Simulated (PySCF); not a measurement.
C₃H₂FN₃.
Numbering: `[F:1][c:2]1[cH:3][cH:4][n:5][n:6][n:7]1` (hydrogens: H8 on C3; H9 on C4)

The closed-shell ground state was solved at several levels (PySCF, density fitting, gas phase, non-relativistic). Geometry: GFN2-xTB; no solvent, vibrations or thermal averaging.

| level | basis functions | HOMO (eV) | LUMO (eV) | gap (eV) | dipole (D) |
| --- | --- | --- | --- | --- | --- |
| B3LYP/pcJ-1 | 209 | -7.26 | -2.52 | 4.74 | 4.65 |
| CAM-B3LYP/def2-SVPD | 159 | -8.97 | -1.22 | 7.75 | 4.66 |

Estimate the row for PBE0/pcSseg-1, a basis of 129 functions; the other rows only guide the guess.

HOMO -7.59 eV, LUMO -2.34 eV, gap 5.25 eV, dipole 4.67 D.

Over all these levels, which gives the widest orbital gap and which the narrowest?

CAM-B3LYP/def2-SVPD (range-separated hybrid) has the widest, 7.75 eV, and B3LYP/pcJ-1 (global hybrid, 20 % exact exchange) the narrowest, 4.74 eV. Functional and basis both differ between the two, so the spread mixes both effects.

How far do the dipole and the HOMO energy spread over the levels?

The dipole runs from 4.65 to 4.67 D (mean 4.66 D) and the HOMO from -8.97 to -7.26 eV.
